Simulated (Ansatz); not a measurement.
GeEtH3 (C2H8Ge). Charge 0, multiplicity 1. Geometry B3LYP-D4/def2-SVP, basis def2-TZVP, Ansatz.

Cartesian coordinates in Å:
```
C 0.4271 -0.0077 -0.6062
C 0.4617 1.3804 0.0411
Ge -0.7152 -1.2994 0.3572
H 0.0574 0.0535 -1.6436
H 1.4406 -0.4395 -0.6623
H 1.1127 2.0726 -0.5190
H -0.5424 1.8343 0.0807
H 0.8418 1.3379 1.0753
H -2.1531 -0.7440 0.4785
H -0.1644 -1.5342 1.7827
H -0.7663 -2.6538 -0.3845
```

| run | HOMO (eV) | LUMO (eV) |
| --- | --- | --- |
| A | -7.05 | 0.02 |
| B | -11.18 | 3.41 |
| C | -8.26 | 0.80 |
| D | -7.30 | 0.55 |
| E | -10.95 | 2.86 |

LC-ωPBE has ω = 0.4 bohr⁻¹. Another isomer (singlet) lies 0.39 eV lower at PBE0-D4/def2-TZVP; other spin states weren't run for this one.

Task: The runs used HF, LC-ωPBE, PBE, PBE0, r2SCAN. Estimate which is which.

Result: A PBE (0 % exact exchange); B HF (100 % exact exchange); C PBE0 (25 % exact exchange); D r2SCAN (0 % exact exchange); E LC-ωPBE (range-separated). Exact exchange lowers occupied and raises empty levels; among semilocal functionals meta-GGAs tend to open the gap a little, and such runs are hard to tell apart. The gap grows from 7.07 eV (PBE) to 14.60 eV (HF).
